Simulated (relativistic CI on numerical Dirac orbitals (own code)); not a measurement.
Charge states of strontium

Computed by Dirac-Coulomb-Breit CI, KLI orbitals optimised for each configuration, QED by a radiative potential, valence Slater integrals scaled by 0.9 (own radial code, finite nucleus).

Each species is treated in one configuration, given outside its closed core. Radial values are for the open shell of highest l, unscaled and averaged over j; ζ includes the Breit term. Labels give the leading LS character, summed over repeated terms.

```
  Ion  Configuration  Its lowest level  LS weight (%)  F² (cm⁻¹)  F⁴ (cm⁻¹)  Next level  E (cm⁻¹)  ⟨r⟩ (bohr)  ⟨r²⟩ (bohr²)
   Sr            5s²               ¹S0            100                                                                      
  Sr⁺             5s             ²S1/2            100                                                   4.017         18.19
 Sr²⁺     3d¹⁰4s²4p⁶               ¹S0            100                                                                      
 Sr³⁺     3d¹⁰4s²4p⁵            ²P°3/2            100                            ²P°1/2      9793       1.501         2.569
 Sr⁴⁺     3d¹⁰4s²4p⁴               ³P2             94      72260                    ³P1      8261       1.452         2.395
 Sr⁵⁺     3d¹⁰4s²4p³            ⁴S°3/2             96      74650                 ²D°3/2     22368       1.409         2.247
 Sr⁶⁺     3d¹⁰4s²4p²               ³P0             95      76880                    ³P1    6674.3       1.369         2.118
 Sr⁷⁺      3d¹⁰4s²4p                 ?              ?          ?          ?           ?         ?           ?             ?
 Sr⁸⁺        3d¹⁰4s²               ¹S0            100                                                                      
 Sr⁹⁺         3d¹⁰4s             ²S1/2            100                                                    1.18         1.562
Sr¹⁰⁺           3d¹⁰               ¹S0            100                                                                      
Sr¹¹⁺            3d⁹             ²D5/2            100                             ²D3/2     14572      0.4722        0.2667
Sr¹²⁺            3d⁸               ³F4             99     214400     136500         ³F3     13000       0.461        0.2531
Sr¹³⁺            3d⁷             ⁴F9/2             96     220300     140500       ⁴F7/2     11468      0.4505        0.2407
Sr¹⁴⁺            3d⁶               ⁵D4             96     226100     144500         ⁵D3    8283.6      0.4407        0.2295
Sr¹⁵⁺            3d⁵             ⁶S5/2             97     231800     148400       ⁴G5/2     76608      0.4314        0.2192
Sr¹⁶⁺            3d⁴               ⁵D0             90     237500     152200         ⁵D1    3948.8      0.4226        0.2097
Sr¹⁷⁺            3d³             ⁴F3/2             95     243100     156000       ⁴F5/2    8491.1      0.4142         0.201
Sr¹⁸⁺            3d²               ³F2             95     248600     159800         ³F3     15034      0.4062        0.1929
Sr¹⁹⁺             3d             ²D3/2            100                             ²D5/2     21220      0.3987        0.1853
Sr²⁰⁺         3s²3p⁶               ¹S0            100                                                                      
Sr²¹⁺         3s²3p⁵            ²P°3/2            100                            ²P°1/2    115560      0.4272        0.2103
Sr²²⁺         3s²3p⁴               ³P2             81     235700                    ³P0     55113      0.4225        0.2057
Sr²³⁺         3s²3p³            ⁴S°3/2             60     238200                 ²D°3/2     97473      0.4179        0.2012
```

Problem. Fill in the row of Sr⁷⁺.

Solution. Its lowest level ²P°1/2; LS weight (%) 100; Next level ²P°3/2; E (cm⁻¹) 13238; ⟨r⟩ (bohr) 1.334; ⟨r²⟩ (bohr²) 2.006.

With one configuration, terms of near-neutral atoms and ions can be 10 to 25 % off, and close levels can change places.
